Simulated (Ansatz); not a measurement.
Scan of H₃Si (cation, charge +1), singlet: map of symmetric stretch and umbrella angle. Scanned: Si-H bond length and angle between the Si-H bonds and the threefold axis (90 = planar).

Method: restricted CAM-B3LYP/cc-pVDZ (Ansatz, a program for electronic structure).

Energy in kcal/mol above the lowest grid point; x is the Si-H bond length (Å), y the angle between the Si-H bonds and the threefold axis (90 = planar) (°).

```
y \ x    1.28   1.33   1.43  1.50  1.53  1.60   1.69   1.75   1.82
------  -----  -----  -----  ----  ----  ----  -----  -----  -----
130     141.2  121.9  100.1  94.9  94.5  97.1  105.7  113.7  124.5
126.02  119.7  100.9   80.0  75.5  75.4  78.7   88.3   96.9  108.5
122.99  105.3   86.7   66.6  62.5  62.7  66.5   76.7   85.9   98.0
117.39   82.6   64.6   45.5  42.2  42.8  47.5   58.8   68.7   81.7
114.23   71.9   54.1   35.6  32.8  33.5  38.6   50.5   60.7   74.2
110.44   61.0   43.5   25.5  23.1  24.0  29.5   42.0   52.6   66.5
105.57   49.9   32.7   15.3  13.3  14.3  20.3   33.4   44.4   58.8
101.12   42.5   25.4    8.5   6.7   7.9  14.2   27.7   39.0   53.6
97.52    38.4   21.4    4.6   3.1   4.3  10.8   24.5   35.9   50.7
93.83    35.8   18.9    2.3   0.8   2.1   8.7   22.5   34.0   48.9
90       34.9   18.0    1.4   0.0   1.3   7.9   21.8   33.3   48.3
```

Points that lie below all their neighbours on the grid: x = 1.50, y = 90 on the edge of the grid (0.0 kcal/mol).
